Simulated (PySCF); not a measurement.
# Gallium: a sound run and one with changed settings

Sound run: Ga⁺ [Ar] 3d10 4s2, Ga²⁺ [Ar] 3d10 4s1. All numbers are calculated (PySCF 2.14, scalar relativity through the core potential, in aug-cc-pVDZ-PP with ECP10MDF (5s4p3d, 32 functions)). The sound run starts from symmetry-adapted Hartree-Fock orbitals and uses a fine grid where one is needed.

Changed run: initial guess atom, at most 5 SCF cycles. This setting is unsound on purpose.

| species | method | sound run (hartree) | changed run (hartree) | converged |
| --- | --- | --- | --- | --- |
| Ga⁺ | UHF | -258.08833 | -258.08833 | no |
| Ga⁺ | M06-2X | -259.35296 | -259.35296 | no |
| Ga⁺ | MN15 | -259.56838 | -259.56838 | no |
| Ga²⁺ | UHF | -257.39886 | -257.39886 | no |
| Ga²⁺ | M06-2X | -258.60484 | -258.60484 | no |
| Ga²⁺ | MN15 | -258.82652 | -258.82652 | no |

The SCF was stopped early; the energies are upper bounds that still move, and correlated levels were skipped or rest on poor orbitals.
